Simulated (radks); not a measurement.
Values are calculated unless marked as measured or tabulated.
Isoelectronic series with 4 electrons, all held in the configuration [He] 2s2, which need not be the ground one along the series. Level of theory: non-relativistic Kohn-Sham, TPSS, spin-unpolarised, spherical densities, point nucleus; meta-GGA in the generalised Kohn-Sham scheme (a radial shooting solver on a logarithmic mesh with Libxc functionals). Total energies (hartree) and screening constants sigma, defined by e = -(Z - sigma)^2 / (2 n^2) hartree:

[
 {"ion": "Rb33+", "E (hartree)": "-1654.21671", "2s": "2.418", "1s": "1.247"},
 {"ion": "Ag43+", "E (hartree)": "-2688.55516", "2s": "2.415", "1s": "1.248"},
 {"ion": "Te48+", "E (hartree)": "-3299.47443", "2s": "2.414", "1s": "1.248"},
 {"ion": "Sm58+", "E (hartree)": "-4708.8130", "2s": "2.412", "1s": "1.248"},
 {"ion": "Ho63+", "E (hartree)": "-5507.2323", "2s": "2.411", "1s": "1.249"}
]
